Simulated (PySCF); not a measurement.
Zn(SH)2 (H2S2Zn), SMILES [SH][Zn][SH]. Atoms are numbered in the order given.

```xyz
5

Zn     0.0000     0.0000     0.0181
S     -2.1504     0.0579     0.0401
H     -2.2423    -0.8878    -0.9135
S      2.1504    -0.0579     0.0401
H      2.2423     0.8878    -0.9135
```

The structure is a stationary point at r2SCAN-D4/def2-TZVP. One conformer was computed; it need not be the lowest.

Computed with B3LYP/pcSseg-2 in PySCF.

GIAO shieldings, no solvent; atoms alike by connectivity are averaged. δ = σ(ref) − σ: ³³S against H2S (σ = 688.9 ppm); ¹H against TMS (σ = 31.68 ppm), references at their B3LYP-D3(BJ)/def2-TZVP geometries, non-relativistic.

Computed chemical shifts:
| nucleus | atoms | count | δ (ppm) |
|---|---|---|---|
| ³³S | S2, S4 | 2 | -47.0 |
| ¹H | H3, H5 | 2 | 0.03 |
